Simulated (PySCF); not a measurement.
Job for PySCF: D3(BJ) and D4 dispersion corrections on SiH4 (SMILES [SiH4]).

```python
from pyscf import gto
from pyscf.dispersion import dftd3, dftd4

mol = gto.M(
    atom='''
    Si    0.00000000   -0.00000000   -0.00000000
    H     0.85467615    0.85467615    0.85467615
    H    -0.85467615   -0.85467615    0.85467615
    H    -0.85467615    0.85467615   -0.85467615
    H     0.85467615   -0.85467615   -0.85467615
    ''',
    basis='def2-svp',
    charge=0, spin=0, verbose=0, max_memory=1800)
d3, d4 = {}, {}
for xc in ['hf', 'pbe', 'blyp', 'revpbe', 'tpss', 'r2scan', 'b3lyp', 'pbe0', 'bhlyp', 'camb3lyp', 'b2plyp']:
    d3[xc] = float(dftd3.DFTD3Dispersion(mol, xc=xc, version='d3bj', atm=False).get_dispersion()['energy'])
    print(f'D3(BJ) {xc:10s} {d3[xc]:14.8f} Eh')
for xc in ['hf', 'pbe', 'blyp', 'revpbe', 'tpss', 'r2scan', 'b3lyp', 'pbe0', 'bhlyp', 'camb3lyp', 'b2plyp']:
    d4[xc] = float(dftd4.DFTD4Dispersion(mol, xc={'camb3lyp': 'cam-b3lyp'}.get(xc, xc), atm=True).get_dispersion()['energy'])
    print(f'D4     {xc:10s} {d4[xc]:14.8f} Eh')
```

Output:

```
D3(BJ) hf            -0.01883859 Eh
D3(BJ) pbe           -0.00179448 Eh
D3(BJ) blyp          -0.00389235 Eh
D3(BJ) revpbe        -0.00478803 Eh
D3(BJ) tpss          -0.00222049 Eh
D3(BJ) r2scan        -0.00044161 Eh
D3(BJ) b3lyp         -0.00316737 Eh
D3(BJ) pbe0          -0.00149482 Eh
D3(BJ) bhlyp         -0.00248263 Eh
D3(BJ) camb3lyp      -0.00129278 Eh
D3(BJ) b2plyp        -0.00143398 Eh
D4     hf            -0.00650830 Eh
D4     pbe           -0.00155591 Eh
D4     blyp          -0.00361753 Eh
D4     revpbe        -0.00568018 Eh
D4     tpss          -0.00211353 Eh
D4     r2scan        -0.00035151 Eh
D4     b3lyp         -0.00252341 Eh
D4     pbe0          -0.00127061 Eh
D4     bhlyp         -0.00174820 Eh
D4     camb3lyp      -0.00125538 Eh
D4     b2plyp        -0.00106621 Eh
```

The run finished.

Cost: very roughly 0.020 core-seconds.
